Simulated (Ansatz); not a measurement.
Ansatz (a program for electronic structure) job for AlFClBr, SMILES [Br][Al]([Cl])[F], PBE0-D3(BJ)/def2-SVP. 

Ansatz 0.2 input:
```yaml
crystal:
  periodic: [false, false, false]
  atoms:
    - {symbol: Al, position_ang: [-0.39462683, -0.62369387, -0.00000000]}
    - {symbol: F, position_ang: [-2.02686096, -0.84561101, 0.00000000]}
    - {symbol: Cl, position_ang: [0.85575533, -2.20115384, 0.00000000]}
    - {symbol: Br, position_ang: [0.25211591, 1.51823242, 0.00000000]}
basis:
  gaussian:
    orbitals: def2-SVP
hamiltonian:
  xc: pbe0
  dispersion: d3bj
relax: {f_tol: 0.002, max_steps: 200}
```

Program output:

```
WARN ansatz: RAYON_NUM_THREADS=1 ignored (pool sized by the plan → 1); use --threads N
Functional definition: PBE0
integrals: 0.03 GiB planned
800 factors; integrals over basis functions are off by at most 5.4e-4 eV
mean field: 0.34 GiB planned
mean field evaluation 1: about -91851.8123 eV, gradient 3.5e1 eV
mean field evaluation 2: about -91848.3424 eV, gradient 6.0e1 eV
mean field evaluation 4: about -91853.9129 eV, gradient 1.5e0 eV
mean field evaluation 8: about -91853.9269 eV, gradient 1.4e-2 eV
mean field -91853.92688385 eV, -3375.5695521537 hartree, gradient 2.4e-5 eV, S^2 0.000000; 0 other end points of the search recorded, 0 dependent functions left out
the calculation of the forces begins
reference -91853.92690910 eV, -3375.5695530816 hartree; 37, 37 occupied and 45, 45 virtual orbitals, 800 factors
relax step   1: F+E_penalty+E_count = -91854.01748342 eV  Δ(F+E_penalty+E_count) = +0.000e0 eV  max|allowed force component| = 1.354e0 eV/Å  Δτ_max = 0.0000 Å  (26 SCF iters, accepted)
these checks for a lower state are left out or cut short: starts, cluster_reference, orbital_swaps, neighbouring_geometries, increment
integrals: 0.03 GiB planned
800 factors; integrals over basis functions are off by at most 6.0e-4 eV
mean field: 0.34 GiB planned
mean field evaluation 16: about -91853.9367 eV, gradient 4.2e0 eV
mean field -91853.97666240 eV, -3375.5713814817 hartree, gradient 8.1e-6 eV, S^2 0.000000; 0 other end points of the search recorded, 0 dependent functions left out
the calculation of the forces begins
reference -91853.97668757 eV, -3375.5713824067 hartree; 37, 37 occupied and 45, 45 virtual orbitals, 800 factors
relax step   2: F+E_penalty+E_count = -91854.06682611 eV  Δ(F+E_penalty+E_count) = -4.934e-2 eV  max|allowed force component| = 1.013e-1 eV/Å  Δτ_max = 0.0503 Å  (28 SCF iters, accepted)
these checks for a lower state are left out or cut short: starts, cluster_reference, orbital_swaps, neighbouring_geometries, increment
integrals: 0.03 GiB planned
800 factors; integrals over basis functions are off by at most 6.0e-4 eV
mean field: 0.34 GiB planned
mean field -91853.97697440 eV, -3375.5713929473 hartree, gradient 1.3e-5 eV, S^2 0.000000; 0 other end points of the search recorded, 0 dependent functions left out
the calculation of the forces begins
reference -91853.97699955 eV, -3375.5713938715 hartree; 37, 37 occupied and 45, 45 virtual orbitals, 800 factors
relax step   3: F+E_penalty+E_count = -91854.06730696 eV  Δ(F+E_penalty+E_count) = -4.808e-4 eV  max|allowed force component| = 7.960e-3 eV/Å  Δτ_max = 0.0060 Å  (24 SCF iters, accepted)
these checks for a lower state are left out or cut short: starts, cluster_reference, orbital_swaps, neighbouring_geometries, increment
integrals: 0.03 GiB planned
800 factors; integrals over basis functions are off by at most 6.0e-4 eV
mean field: 0.34 GiB planned
mean field evaluation 32: about -91853.9770 eV, gradient 3.1e-2 eV
mean field -91853.97698324 eV, -3375.5713932722 hartree, gradient 3.1e-5 eV, S^2 0.000000; 0 other end points of the search recorded, 0 dependent functions left out
the calculation of the forces begins
reference -91853.97700839 eV, -3375.5713941965 hartree; 37, 37 occupied and 45, 45 virtual orbitals, 800 factors
relax step   4: F+E_penalty+E_count = -91854.06730952 eV  Δ(F+E_penalty+E_count) = -2.568e-6 eV  max|allowed force component| = 3.680e-3 eV/Å  Δτ_max = 0.0005 Å  (20 SCF iters, accepted)
these checks for a lower state are left out or cut short: starts, cluster_reference, orbital_swaps, neighbouring_geometries, increment
integrals: 0.03 GiB planned
800 factors; integrals over basis functions are off by at most 6.0e-4 eV
mean field: 0.34 GiB planned
mean field -91853.97698476 eV, -3375.5713933281 hartree, gradient 8.1e-6 eV, S^2 0.000000; 0 other end points of the search recorded, 0 dependent functions left out
the calculation of the forces begins
reference -91853.97700991 eV, -3375.5713942524 hartree; 37, 37 occupied and 45, 45 virtual orbitals, 800 factors
relax step   5: F+E_penalty+E_count = -91854.06730971 eV  Δ(F+E_penalty+E_count) = -1.859e-7 eV  max|allowed force component| = 1.186e-4 eV/Å  Δτ_max = 0.0001 Å  (19 SCF iters, accepted)
integrals: 0.03 GiB planned
800 factors; integrals over basis functions are off by at most 6.0e-4 eV
mean field: 0.34 GiB planned
mean field -91853.97698476 eV, -3375.5713933281 hartree, gradient 8.1e-6 eV, S^2 0.000000; 1 other end points of the search recorded, 0 dependent functions left out
the calculation of the forces begins
reference -91853.97700991 eV, -3375.5713942524 hartree; 37, 37 occupied and 45, 45 virtual orbitals, 800 factors
Total energy: -91854.06733486 eV, -3375.5747136331 hartree
Atom 0 at    -0.429997    -0.585338     0.000000 Å, force     0.000106    -0.000012    -0.000000 eV/Å
Atom 1 at    -2.054311    -0.884429    -0.000000 Å, force    -0.000119     0.000014     0.000000 eV/Å
Atom 2 at     0.876474    -2.196244    -0.000000 Å, force     0.000022     0.000009     0.000000 eV/Å
Atom 3 at     0.294217     1.513784    -0.000000 Å, force    -0.000009    -0.000011    -0.000000 eV/Å
Dipole moment:     0.108080     0.063991    -0.000000 e Å
```

Self-consistency was reached.

Cost: roughly 15 core-seconds.
